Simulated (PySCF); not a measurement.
Run record: geometry optimisation, `O=C/C=C\Br`.

Computed with PBE0-D3(BJ)/def2-SVP geometry optimisation, gas phase (PySCF 2.14.0). Start geometry: GFN2-xTB. A driver script takes a list of jobs; this job's settings line and coordinates (Å) are shown.

Input:
```
{"job": {"xc": "PBE0", "basis": "def2-SVP", "d3": "d3bj", "grid": 1, "maxiter": 30, "shake": 0.01, "kind": "geom"}, "charge": 0, "multiplicity": 1}
O     -2.258700    -0.489070    -0.502960
C     -1.268490     0.080880    -0.173300
C      0.035960    -0.552350    -0.184440
C      1.225330     0.040180     0.189550
Br     1.331650     1.803190     0.788940
H     -1.265410     1.140970     0.170580
H      0.093790    -1.580430    -0.510420
H      2.161000    -0.462510     0.169580
```

Output:
```
step   0  E = -2764.49568101  max force = 0.060401
step   1  E = -2764.49704573  max force = 0.012406
step   2  E = -2764.49775982  max force = 0.011347
step   3  E = -2764.49868882  max force = 0.007202
step   4  E = -2764.49877628  max force = 0.005687
step   5  E = -2764.49932733  max force = 0.002295
step   6  E = -2764.49928785  max force = 0.004382
step   7  E = -2764.49941097  max force = 0.001809
step   8  E = -2764.49944364  max force = 0.001990
step   9  E = -2764.49948183  max force = 0.000494
step  10  E = -2764.49949828  max force = 0.000222
step  11  E = -2764.49950305  max force = 0.000219
optimisation converged
```

Energies in Eh; «max force» is the largest Cartesian gradient component in Eh/bohr.

Question: Give the first gradient maximum in eV/Å.

Answer: With 1 Eh/bohr = 51.422 eV/Å, 3.106 eV/Å.

Main results: final energy -2764.49950 Eh after 11 steps; dipole 2.69 D.

Question: Where do the atoms end?

Answer: 0.030 Å rms from the input after alignment:
```
atom  x, y, z in Å
O1    -2.2617   -0.7429    0.0312
C2    -1.2845   -0.0373    0.0818
C3     0.0815   -0.5521   -0.1090
C4     1.2111    0.1652   -0.0651
Br5    1.3214    2.0076    0.2525
H6    -1.3632    1.0588    0.2801
H7     0.1598   -1.6264   -0.3051
H8     2.1926   -0.2893   -0.2181
```

Hardware: Intel Xeon 6975P-C, one thread, no GPU, on a shared host. Cost: 32 s wall, 0.42 GiB resident at most.
Labels such as C1 count atoms from 1, the log's own numbers from 0.
